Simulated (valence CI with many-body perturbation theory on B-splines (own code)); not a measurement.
## Which ion has this spectrum?

A relativistic CI+MBPT calculation for an atom or ion with 14 electrons gives these levels (eV):

| J | Parity | E | g |
| --- | --- | --- | --- |
| 0 | even | 0.00 |  |
| 1 | even | 146.35 | 1.49 |
| 2 | even | 153.97 | 1.18 |
| 2 | odd | 273.28 | 1.56 |
| 1 | odd | 296.53 | 1.02 |
| 2 | even | 305.89 | 1.31 |
| 2 | odd | 322.25 | 0.76 |
| 0 | even | 322.35 |  |
| 1 | odd | 355.24 | 0.88 |
| 2 | odd | 370.20 | 1.32 |
| 3 | odd | 371.61 | 1.12 |
| 2 | odd | 417.82 | 1.47 |
| 3 | odd | 430.01 | 1.30 |
| 0 | odd | 439.44 |  |

The energies are calculated, and their last digits are not significant.

**Question.** Which is it?
A. Sm48+
B. Nd46+
C. Pr45+
D. Gd50+

**Answer.** A. Sm48+, ground level (3s^2 3p1/2^2) J=0.
